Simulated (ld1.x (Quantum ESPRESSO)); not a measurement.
## An all-electron radial function and its pseudo partner (Cr)

Columns: radius, all-electron u(r) and pseudo u(r) of the 3s shell (level -73.99 eV) of chromium in the configuration [Ne] 3s2 3p6 3d5 4s1 4p0; PBE, scalar-relativistic, TM scheme, ld1.x (Quantum ESPRESSO) 7.5.

```
r (bohr)  all-electron  pseudo
   0.070        0.1228  0.0736
   0.140       -0.4561  0.1521
   0.210       -0.6155  0.2406
   0.280       -0.4167  0.3441
   0.350       -0.0569  0.4665
   0.420        0.3228  0.6082
   0.490        0.6494  0.7630
   0.560        0.8953  0.9164
   0.630        1.0577  1.0472
   0.700        1.1461  1.1353
   0.770        1.1750  1.1710
   0.840        1.1594  1.1589
   0.910        1.1127  1.1127
   0.980        1.0459  1.0459
   1.050        0.9675  0.9675
   1.120        0.8837  0.8837
   1.190        0.7992  0.7992
   1.260        0.7168  0.7168
   1.330        0.6387  0.6387
   1.400        0.5659  0.5659
   1.470        0.4991  0.4991
   1.540        0.4385  0.4385
   1.610        0.3840  0.3840
   1.680        0.3353  0.3353
   1.750        0.2920  0.2920
   1.820        0.2538  0.2538
```

Task: How many radial nodes do the two functions have?

Result: The all-electron 3s function has n − l − 1 = 2; the pseudo-wave has 0, since the states of the same l below it are removed with the core.

Task: At about which radius was the pseudo-wave matched?

Result: 0.95 bohr. The columns agree to 0.0005 from 0.84 bohr on; several derivatives are matched, so the curves merge somewhat inside the radius.

Task: Is the pseudo-wave norm-conserving?

Result: Yes: the TM scheme keeps the norm inside the radius equal to the all-electron one, which fixes the energy derivative of the logarithmic derivative at the level.
